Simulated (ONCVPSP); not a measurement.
## An all-electron radial function and its pseudo partner (zinc)

Columns: radius, all-electron u(r) and pseudo u(r) of the 3p shell (level -92.94 eV) of zinc in the configuration [Ne] 3s2 3p6 3d10 4s1; PBEsol, scalar-relativistic, ONCV scheme, ONCVPSP 4.0.1.

```tsv
r (bohr)	all-electron	pseudo
0.062	-0.4564	0.0394
0.125	-0.6710	0.1540
0.188	-0.4304	0.3266
0.250	0.0032	0.5296
0.312	0.4439	0.7388
0.375	0.8081	0.9328
0.438	1.0608	1.0882
0.500	1.2061	1.1922
0.562	1.2685	1.2448
0.625	1.2685	1.2493
0.688	1.2249	1.2135
0.750	1.1550	1.1496
0.812	1.0701	1.0680
0.875	0.9767	0.9761
0.938	0.8820	0.8818
1.000	0.7913	0.7911
1.062	0.7054	0.7053
1.125	0.6243	0.6242
1.188	0.5502	0.5500
1.250	0.4840	0.4839
1.312	0.4246	0.4245
1.375	0.3707	0.3706
1.438	0.3230	0.3229
1.500	0.2814	0.2813
1.562	0.2449	0.2448
1.625	0.2123	0.2123
```

Task: How many radial nodes do the two functions have?

Result: The all-electron 3p function has n − l − 1 = 1; the pseudo-wave has 0, since the states of the same l below it are removed with the core.

Task: At about which radius was the pseudo-wave matched?

Result: 1.00 bohr, where the columns begin to agree (steps of 0.06 bohr).

Task: Where does each function peak?

Result: Outermost all-electron maximum near 0.56 bohr, pseudo maximum near 0.62 bohr (to the table’s step).

Task: Is the pseudo-wave norm-conserving?

Result: Yes: the ONCV scheme keeps the norm inside the radius equal to the all-electron one, which fixes the energy derivative of the logarithmic derivative at the level.
